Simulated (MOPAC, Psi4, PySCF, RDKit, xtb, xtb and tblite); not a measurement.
Two geometries of SMILES O=C(O)CC[SiH3] (C3H8O2Si), singlet, relaxed at GFN2-xTB with one dihedral held; other torsions can differ between them too.

Structure A

```
14

O      0.5694     0.6056    -1.4050
C      1.2794     0.4049    -0.4593
O      2.5988     0.6402    -0.5398
C      0.7646    -0.0848     0.8697
C     -0.5631    -0.8086     0.6937
Si    -1.8128     0.1698    -0.3806
H      3.0654     0.4417     0.2832
H      0.6197     0.8017     1.4968
H      1.5134    -0.7204     1.3558
H     -0.3762    -1.7785     0.2322
H     -0.9839    -1.0076     1.6787
H     -1.6093     1.6059    -0.2038
H     -1.8541    -0.2901    -1.7594
H     -3.1224    -0.1436     0.2238
```

Structure B

```
14

O      0.6013     0.5875    -1.4262
C      1.2742     0.4397    -0.4431
O      2.6251     0.5756    -0.4627
C      0.7537    -0.0796     0.8625
C     -0.5703    -0.8081     0.6826
Si    -1.8326     0.1712    -0.3710
H      2.9101     1.4541    -0.7396
H      0.6167     0.7942     1.5086
H      1.5243    -0.7046     1.3211
H     -0.3791    -1.7704     0.2075
H     -0.9837    -1.0233     1.6675
H     -1.6131     1.6090    -0.2077
H     -1.8755    -0.2658    -1.7580
H     -3.1437    -0.1266     0.2329
```

Question: Which is lower in energy at the level M06-2X/def2-TZVP // GFN2-xTB (Psi4 1.11), and by how much?

Answer: A is lower, by 3.45 kcal/mol (dihedral O1–C2–O3–H7: 180° in A, 60° in B).

E(B) − E(A) in kcal/mol at the other levels, on the same two geometries: GFN2-xTB (xtb and tblite) 2.89; MMFF94 // GFN2-xTB (RDKit) 1.91; PBE0/def2-TZVP // GFN2-xTB (Psi4) 4.03; PBE0-D3(BJ)/def2-TZVP // GFN2-xTB (Psi4) 4.09; PBE/def2-TZVP // GFN2-xTB (Psi4) 4.32; PBE-D3(BJ)/def2-TZVP // GFN2-xTB (Psi4) 4.40; UFF // GFN2-xTB (RDKit) 2.83; PM6, restricted, heats of formation // GFN2-xTB (MOPAC) -0.26; PM3, restricted, heats of formation // GFN2-xTB (MOPAC) 0.50; GFN1-xTB // GFN2-xTB (xtb) 2.70; restricted B3LYP/6-31G*, spherical d, density fitting // GFN2-xTB (PySCF) 3.89; restricted Hartree-Fock/3-21G // GFN2-xTB (PySCF) 0.59; restricted B3LYP/3-21G // GFN2-xTB (PySCF) 2.76; restricted MP2 (frozen core)/3-21G // GFN2-xTB (PySCF) 1.80.
